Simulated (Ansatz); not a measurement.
Steps of a relaxation of `Cl[SiH]1NCO1` with RKS PBE-D4/def2-SVP.

```sh
$ ansatz run in.yaml --threads 4 --pin off --events-out ev --progress --plain --max-ram 10444MiB
```

```yaml
crystal:
  periodic: [false, false, false]
  atoms:
    - {symbol: Cl, position_ang: [0.054500, 1.108500, -2.500600]}
    - {symbol: Si, position_ang: [0.022500, 0.994000, -0.498100]}
    - {symbol: N, position_ang: [0.869800, -0.341800, 0.011800]}
    - {symbol: C, position_ang: [-0.188100, -0.776700, 0.807900]}
    - {symbol: O, position_ang: [-1.180800, -0.033600, -0.042000]}
    - {symbol: H, position_ang: [0.170800, 2.223900, 0.333400]}
    - {symbol: H, position_ang: [1.041700, -0.919800, -0.797200]}
    - {symbol: H, position_ang: [-0.242900, -0.453400, 1.858200]}
    - {symbol: H, position_ang: [-0.459000, -1.847500, 0.809500]}
basis:
  gaussian: {orbitals: def2-SVP}
hamiltonian: {xc: pbe, dispersion: d4}
relax: {f_tol: 0.03, max_steps: 200}
```

Positions (Å) and forces (eV/Å) along the path, 11 of 11 steps:

```xyz
9
step=1 energy=-25015.8520 eV
Cl    0.054    1.109   -2.501    0.141    0.728   -1.236
Si    0.022    0.994   -0.498   -1.004    1.466   -0.084
N     0.870   -0.342    0.012    6.415   -1.704    1.478
C    -0.188   -0.777    0.808   -2.318   -0.024   -1.571
O    -1.181   -0.034   -0.042   -4.236   -0.161    1.916
H     0.171    2.224    0.333    0.046    0.271   -0.399
H     1.042   -0.920   -0.797    0.413   -0.753   -0.207
H    -0.243   -0.453    1.858    0.319    0.489    0.328
H    -0.459   -1.847    0.809    0.224   -0.310   -0.224
9
step=2 energy=-25016.8450 eV
Cl    0.039    1.199   -2.555    0.001    0.139    0.006
Si   -0.014    0.949   -0.505   -0.708    1.267   -0.418
N     0.936   -0.356    0.071    1.933   -0.661    0.109
C    -0.224   -0.792    0.779   -1.539   -0.015    0.217
O    -1.296    0.036    0.099   -0.119   -0.320    0.677
H     0.185    2.254    0.214   -0.030   -0.018   -0.322
H     1.156   -0.963   -0.721    0.296   -0.375    0.052
H    -0.222   -0.501    1.854    0.133    0.060   -0.009
H    -0.471   -1.873    0.746    0.034   -0.077   -0.311
9
step=3 energy=-25017.0134 eV
Cl    0.001    1.224   -2.558   -0.056   -0.087   -0.066
Si   -0.027    0.950   -0.508   -0.220    0.765   -0.015
N     0.968   -0.355    0.112    0.244   -0.201   -0.370
C    -0.247   -0.807    0.779   -0.894    0.007    0.429
O    -1.312    0.089    0.194    0.765   -0.356    0.203
H     0.186    2.311    0.090   -0.028   -0.122   -0.107
H     1.242   -0.993   -0.650    0.150   -0.033    0.233
H    -0.213   -0.582    1.874   -0.003   -0.123   -0.142
H    -0.509   -1.883    0.649    0.041    0.150   -0.165
9
step=4 energy=-25017.1103 eV
Cl   -0.106    1.056   -2.553   -0.041    0.118   -0.011
Si   -0.017    1.012   -0.480    0.140   -0.381   -0.003
N     0.985   -0.316    0.154   -0.655    0.133   -0.199
C    -0.279   -0.808    0.761   -0.163   -0.120    0.375
O    -1.281    0.178    0.301    0.713   -0.162    0.088
H     0.226    2.398    0.012   -0.021    0.040   -0.083
H     1.357   -0.965   -0.555    0.038    0.157    0.198
H    -0.238   -0.750    1.885   -0.056   -0.101   -0.379
H    -0.559   -1.852    0.458    0.045    0.317    0.014
9
step=5 energy=-25017.1503 eV
Cl   -0.222    1.040   -2.564    0.025   -0.070    0.179
Si    0.005    1.017   -0.487    0.078   -0.228    0.117
N     0.988   -0.291    0.215   -0.511   -0.139   -0.568
C    -0.300   -0.820    0.762    0.134   -0.240    0.364
O    -1.228    0.232    0.393    0.213   -0.016   -0.101
H     0.260    2.441   -0.121    0.005   -0.065    0.046
H     1.459   -0.946   -0.435   -0.044    0.267    0.350
H    -0.271   -0.895    1.893   -0.034   -0.033   -0.605
H    -0.603   -1.824    0.327    0.134    0.523    0.218
9
step=6 energy=-25017.1774 eV
Cl   -0.306    0.992   -2.551   -0.043    0.024   -0.129
Si   -0.015    1.003   -0.500    0.347    0.053    0.203
N     0.939   -0.305    0.166   -0.273    0.783   -0.117
C    -0.315   -0.808    0.752    0.064   -0.297   -0.365
O    -1.232    0.271    0.429    0.292   -0.167    0.056
H     0.313    2.403   -0.118   -0.032    0.093   -0.075
H     1.612   -0.903   -0.314   -0.130   -0.250    0.091
H    -0.263   -0.947    1.847   -0.034    0.041    0.300
H    -0.645   -1.752    0.274   -0.190   -0.279    0.035
9
step=7 energy=-25017.1443 eV rejected
Cl   -0.350    1.063   -2.571   -0.043    0.063    0.263
Si   -0.019    1.019   -0.498   -0.279    0.524   -0.602
N     0.893   -0.300    0.061    0.217   -1.164    0.741
C    -0.314   -0.837    0.721    0.302    0.226    0.090
O    -1.215    0.227    0.433   -0.438    0.684   -0.283
H     0.342    2.435   -0.142   -0.144   -0.219    0.011
H     1.661   -0.933   -0.148    0.195    0.233   -0.234
H    -0.222   -0.924    1.827    0.133   -0.170    0.086
H    -0.687   -1.797    0.300    0.057   -0.176   -0.071
9
step=8 energy=-25017.1991 eV
Cl   -0.342    1.040   -2.560    0.034    0.011    0.042
Si    0.003    1.016   -0.505   -0.110    0.017   -0.056
N     0.928   -0.304    0.136   -0.545    0.363    0.320
C    -0.311   -0.828    0.736   -0.036    0.243   -0.062
O    -1.219    0.265    0.412    0.212   -0.235    0.067
H     0.312    2.429   -0.137    0.030   -0.038   -0.013
H     1.622   -0.931   -0.234    0.489   -0.389   -0.295
H    -0.245   -0.942    1.842   -0.043    0.015    0.019
H    -0.660   -1.791    0.292   -0.030    0.014   -0.022
9
step=9 energy=-25017.2070 eV
Cl   -0.325    1.040   -2.561   -0.017    0.003    0.013
Si   -0.009    1.017   -0.505    0.053   -0.050    0.002
N     0.926   -0.296    0.146    0.068   -0.078   -0.030
C    -0.313   -0.824    0.742    0.070   -0.065   -0.011
O    -1.220    0.251    0.418   -0.044    0.081   -0.012
H     0.319    2.425   -0.140   -0.037   -0.001    0.007
H     1.619   -0.929   -0.263   -0.078    0.070    0.038
H    -0.251   -0.940    1.849   -0.019    0.021   -0.006
H    -0.657   -1.790    0.298    0.004    0.019   -0.001
9
step=10 energy=-25017.2071 eV
Cl   -0.320    1.033   -2.560    0.022   -0.008    0.017
Si    0.002    1.013   -0.504   -0.079    0.074   -0.005
N     0.935   -0.297    0.157    0.066   -0.027   -0.016
C    -0.308   -0.823    0.744   -0.054    0.050    0.008
O    -1.214    0.259    0.416   -0.005   -0.069    0.026
H     0.302    2.425   -0.134    0.028    0.007   -0.013
H     1.601   -0.934   -0.282    0.025   -0.018    0.007
H    -0.261   -0.938    1.852    0.014    0.010   -0.016
H    -0.649   -1.785    0.294   -0.018   -0.018   -0.007
9
step=11 energy=-25017.2078 eV
Cl   -0.315    1.033   -2.558   -0.002    0.010   -0.004
Si   -0.003    1.016   -0.502   -0.007   -0.013   -0.013
N     0.932   -0.298    0.149   -0.003   -0.001    0.016
C    -0.309   -0.822    0.742    0.001   -0.021   -0.002
O    -1.218    0.255    0.416    0.003    0.013    0.007
H     0.304    2.427   -0.133    0.004    0.003   -0.003
H     1.606   -0.935   -0.279    0.003    0.007    0.000
H    -0.254   -0.934    1.850   -0.002    0.002   -0.003
H    -0.654   -1.787    0.298    0.002    0.001    0.002
```

Hardware: 4 threads of an Arm Neoverse V1 on a shared host. Wall time 15 s, peak host memory 0.18 GiB.
